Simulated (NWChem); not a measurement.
# CClF₂NOSi; SMILES F[Si](N=C=O)(Cl)F

```xyz
7

O      0.3426    -3.4595     0.0000
C      0.1104    -2.3113     0.0000
N     -0.1358    -1.1333     0.0000
Si    -0.3714     0.5275     0.0000
F     -1.2062     0.9491     1.2845
F     -1.2062     0.9491    -1.2845
Cl     1.4036     1.5170     0.0000
```
Atoms are numbered in this order, from 1.

Program: NWChem. Coordinates come from a B3LYP/6-31G* (spherical d) optimisation. Atomic charges in e: unrestrained fits to the electrostatic potential beside Mulliken populations; buried atoms are poorly determined by the fit.

Q: Predict the results for B3LYP/def2-SVP. Quantities: ESP O1; Mulliken O1; ESP C2; Mulliken C2; ESP N3; Mulliken N3; ESP Si4; Mulliken Si4; ESP F5; Mulliken F5; relative RMS misfit of the potential (%).

A: 
```
Item                                      Value
----------------------------------------  -----
ESP O1                                    -0.35
Mulliken O1                               -0.10
ESP C2                                     0.65
Mulliken C2                                0.11
ESP N3                                    -0.51
Mulliken N3                               -0.20
ESP Si4                                    0.94
Mulliken Si4                               0.98
ESP F5                                    -0.27
Mulliken F5                               -0.29
relative RMS misfit of the potential (%)     28
```
